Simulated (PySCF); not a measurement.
## Finite-field polarisability of In (indium, neutral)

[Kr] 4d10 5s2 5p1, 2P determinant. All numbers are calculated (PySCF 2.14, scalar relativity by spin-free X2C-1e, in ANO-RCC-VTZP). Frozen: [Kr] 4d10. Energy changes in a uniform field (μhartree):

| axis | F (au) | HF | MP2 | CCSD | CCSD(T) |
| --- | --- | --- | --- | --- | --- |
| x | 0.0022 | -99.319 | -95.119 | -93.517 | -93.436 |
| x | 0.0044 | -397.281 | -380.487 | -374.085 | -373.760 |
| y | 0.002 | -96.636 | -92.849 | -91.820 | -91.702 |
| y | 0.004 | -386.533 | -371.391 | -367.280 | -366.804 |

By symmetry the remaining axis equals x.

(1) Derive α along x at CCSD(T) from the two fields.

(2) And the mean polarisability at each level?

CCSD(T) lies more than 5 % below the reference, which points to too few diffuse and polarisation functions.

The basis has no added diffuse functions, which lowers α.

## Answers

(1) With ΔE = −αF²/2 − γF⁴/24, α = −(16 ΔE(F) − ΔE(2F))/(6F²) = 38.61 bohr³.

(2) The components xx, yy, zz at CCSD(T) are 38.61, 45.85, 38.61, the third axis being equal by symmetry to one of the two computed. Means: HF 43.47, MP2 41.68, CCSD 41.07, CCSD(T) 41.02 bohr³. Reference: 65 ± 4 bohr³ (recommended; Schwerdtfeger and Nagle, table of static dipole polarizabilities (2023 update)).
